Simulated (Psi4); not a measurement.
Interaction energy of H4Si ··· H4Ge (SMILES [SiH4] and [GeH4]). Monomers: optimised at B3LYP-D3(BJ) (def2-TZVP), held rigid. Orientation: a random orientation, not optimised. Only R, the distance of the centres of mass, is varied, so the lowest point isn't the relaxed dimer.

Geometry at R = 4.30 Å (first 5 atoms: monomer A):
```
10

Si     0.0000     0.0000     0.0000
H     -0.2474    -1.0392    -1.0248
H     -0.7124     1.2423    -0.3749
H      1.4527     0.2713     0.0869
H     -0.4928    -0.4744     1.3128
Ge     1.2404     4.0746     0.5911
H      1.1097     5.1108     1.7172
H      2.2920     3.0251     0.9806
H      1.6738     4.7776    -0.7038
H     -0.1140     3.3847     0.3705
```

PBE/def2-TZVP, counterpoise-corrected (Psi4); PBE-D3(BJ)/def2-TZVP, counterpoise-corrected (Psi4); B3LYP/def2-TZVP, counterpoise-corrected (Psi4); SAPT0/jun-cc-pVDZ, frozen core (Psi4).

Interaction energies in kcal/mol; the last columns give the difference from SAPT0:

```json
[
 {"R / Å": "3.71", "PBE/def2-TZVP": "5.68", "PBE-D3(BJ)/def2-TZVP": "4.24", "B3LYP/def2-TZVP": "7.48", "SAPT0/jun-cc-pVDZ": "6.90", "PBE/def2-TZVP − SAPT0/jun-cc-pVDZ": "-1.22", "PBE-D3(BJ)/def2-TZVP − SAPT0/jun-cc-pVDZ": "-2.66", "B3LYP/def2-TZVP − SAPT0/jun-cc-pVDZ": "0.58"},
 {"R / Å": "3.88", "PBE/def2-TZVP": "3.13", "PBE-D3(BJ)/def2-TZVP": "1.84", "B3LYP/def2-TZVP": "4.52", "SAPT0/jun-cc-pVDZ": "3.93", "PBE/def2-TZVP − SAPT0/jun-cc-pVDZ": "-0.80", "PBE-D3(BJ)/def2-TZVP − SAPT0/jun-cc-pVDZ": "-2.09", "B3LYP/def2-TZVP − SAPT0/jun-cc-pVDZ": "0.60"},
 {"R / Å": "4.06", "PBE/def2-TZVP": "1.56", "PBE-D3(BJ)/def2-TZVP": "0.41", "B3LYP/def2-TZVP": "2.64", "SAPT0/jun-cc-pVDZ": "2.03", "PBE/def2-TZVP − SAPT0/jun-cc-pVDZ": "-0.48", "PBE-D3(BJ)/def2-TZVP − SAPT0/jun-cc-pVDZ": "-1.62", "B3LYP/def2-TZVP − SAPT0/jun-cc-pVDZ": "0.61"},
 {"R / Å": "4.30", "PBE/def2-TZVP": "0.49", "PBE-D3(BJ)/def2-TZVP": "-0.47", "B3LYP/def2-TZVP": "1.31", "SAPT0/jun-cc-pVDZ": "0.70", "PBE/def2-TZVP − SAPT0/jun-cc-pVDZ": "-0.21", "PBE-D3(BJ)/def2-TZVP − SAPT0/jun-cc-pVDZ": "-1.17", "B3LYP/def2-TZVP − SAPT0/jun-cc-pVDZ": "0.61"},
 {"R / Å": "4.48", "PBE/def2-TZVP": "0.11", "PBE-D3(BJ)/def2-TZVP": "-0.71", "B3LYP/def2-TZVP": "0.79", "SAPT0/jun-cc-pVDZ": "0.21", "PBE/def2-TZVP − SAPT0/jun-cc-pVDZ": "-0.11", "PBE-D3(BJ)/def2-TZVP − SAPT0/jun-cc-pVDZ": "-0.92", "B3LYP/def2-TZVP − SAPT0/jun-cc-pVDZ": "0.58"},
 {"R / Å": "4.73", "PBE/def2-TZVP": "-0.12", "PBE-D3(BJ)/def2-TZVP": "-0.76", "B3LYP/def2-TZVP": "0.43", "SAPT0/jun-cc-pVDZ": "-0.09", "PBE/def2-TZVP − SAPT0/jun-cc-pVDZ": "-0.04", "PBE-D3(BJ)/def2-TZVP − SAPT0/jun-cc-pVDZ": "-0.68", "B3LYP/def2-TZVP − SAPT0/jun-cc-pVDZ": "0.51"},
 {"R / Å": "5.03", "PBE/def2-TZVP": "-0.18", "PBE-D3(BJ)/def2-TZVP": "-0.66", "B3LYP/def2-TZVP": "0.24", "SAPT0/jun-cc-pVDZ": "-0.18", "PBE/def2-TZVP − SAPT0/jun-cc-pVDZ": "-0.01", "PBE-D3(BJ)/def2-TZVP − SAPT0/jun-cc-pVDZ": "-0.48", "B3LYP/def2-TZVP − SAPT0/jun-cc-pVDZ": "0.42"},
 {"R / Å": "5.32", "PBE/def2-TZVP": "-0.16", "PBE-D3(BJ)/def2-TZVP": "-0.51", "B3LYP/def2-TZVP": "0.16", "SAPT0/jun-cc-pVDZ": "-0.17", "PBE/def2-TZVP − SAPT0/jun-cc-pVDZ": "0.01", "PBE-D3(BJ)/def2-TZVP − SAPT0/jun-cc-pVDZ": "-0.34", "B3LYP/def2-TZVP − SAPT0/jun-cc-pVDZ": "0.33"},
 {"R / Å": "5.77", "PBE/def2-TZVP": "-0.10", "PBE-D3(BJ)/def2-TZVP": "-0.31", "B3LYP/def2-TZVP": "0.10", "SAPT0/jun-cc-pVDZ": "-0.12", "PBE/def2-TZVP − SAPT0/jun-cc-pVDZ": "0.02", "PBE-D3(BJ)/def2-TZVP − SAPT0/jun-cc-pVDZ": "-0.19", "B3LYP/def2-TZVP − SAPT0/jun-cc-pVDZ": "0.22"},
 {"R / Å": "6.49", "PBE/def2-TZVP": "-0.03", "PBE-D3(BJ)/def2-TZVP": "-0.13", "B3LYP/def2-TZVP": "0.04", "SAPT0/jun-cc-pVDZ": "-0.06", "PBE/def2-TZVP − SAPT0/jun-cc-pVDZ": "0.03", "PBE-D3(BJ)/def2-TZVP − SAPT0/jun-cc-pVDZ": "-0.07", "B3LYP/def2-TZVP − SAPT0/jun-cc-pVDZ": "0.10"},
 {"R / Å": "7.47", "PBE/def2-TZVP": "0.00", "PBE-D3(BJ)/def2-TZVP": "-0.05", "B3LYP/def2-TZVP": "0.01", "SAPT0/jun-cc-pVDZ": "-0.02", "PBE/def2-TZVP − SAPT0/jun-cc-pVDZ": "0.02", "PBE-D3(BJ)/def2-TZVP − SAPT0/jun-cc-pVDZ": "-0.02", "B3LYP/def2-TZVP − SAPT0/jun-cc-pVDZ": "0.03"},
 {"R / Å": "8.79", "PBE/def2-TZVP": "0.00", "PBE-D3(BJ)/def2-TZVP": "-0.01", "B3LYP/def2-TZVP": "0.00", "SAPT0/jun-cc-pVDZ": "-0.01", "PBE/def2-TZVP − SAPT0/jun-cc-pVDZ": "0.01", "PBE-D3(BJ)/def2-TZVP − SAPT0/jun-cc-pVDZ": "-0.01", "B3LYP/def2-TZVP − SAPT0/jun-cc-pVDZ": "0.01"}
]
```

PBE/def2-TZVP is furthest from SAPT0/jun-cc-pVDZ at 3.71 (-1.22 kcal/mol, below); its mean absolute difference over the points is 0.25 kcal/mol.

PBE-D3(BJ)/def2-TZVP is furthest from SAPT0/jun-cc-pVDZ at 3.71 (-2.66 kcal/mol, below); its mean absolute difference over the points is 0.85 kcal/mol.

B3LYP/def2-TZVP is furthest from SAPT0/jun-cc-pVDZ at 4.06 (0.61 kcal/mol, above); its mean absolute difference over the points is 0.38 kcal/mol.
